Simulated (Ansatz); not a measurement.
Breaking the Se1–H2 bond in hydrogen selenide (SMILES [SeH2]) (multiplicity 1 held, fragments rigid). Energies count from the point at 1.470 Å.
Geometry at that point (charge 0, multiplicity 1):
```xyz
3

Se     0.0001     0.0571     0.0025
H     -1.0525    -0.9689    -0.0382
H      1.0502    -0.9711    -0.0464
```

R- and RO- levels are restricted; in cc, def2 and unpolarised 6-31G sets they are followed outwards from rest. U- levels take the lowest unrestricted solution at each point, which mixes spins at long bonds. Full CI gives the lowest state of the spin. Levels need not reach the same state.

Frozen-core correlation. Filled d and f shells under p-block atoms count as core.

The values were computed with Ansatz (a program for electronic structure) with Gaussian orbitals. Values without a source in brackets are computed.

The comparison value is 66.71 kcal/mol (FCI/6-31G). Full CI is exact for the correlated electrons in its own basis alone.

Task: Order these levels by the size of their error in the energy at R = 4.705 Å, against full CI in the same basis, smallest first: U-MP2/6-31G, R-SCS-MP2/6-31G, U-SCS-MP2/6-31G. Give each level's value less the comparison value.

Result: R-SCS-MP2/6-31G (0.06 kcal/mol), U-SCS-MP2/6-31G (-2.10 kcal/mol), U-MP2/6-31G (-3.53 kcal/mol)

Doubts at one or more of the structures used: a spin-contaminated determinant (U-MP2/6-31G, U-SCS-MP2/6-31G); a restricted determinant that unrestricted orbitals would lower (R-SCS-MP2/6-31G).
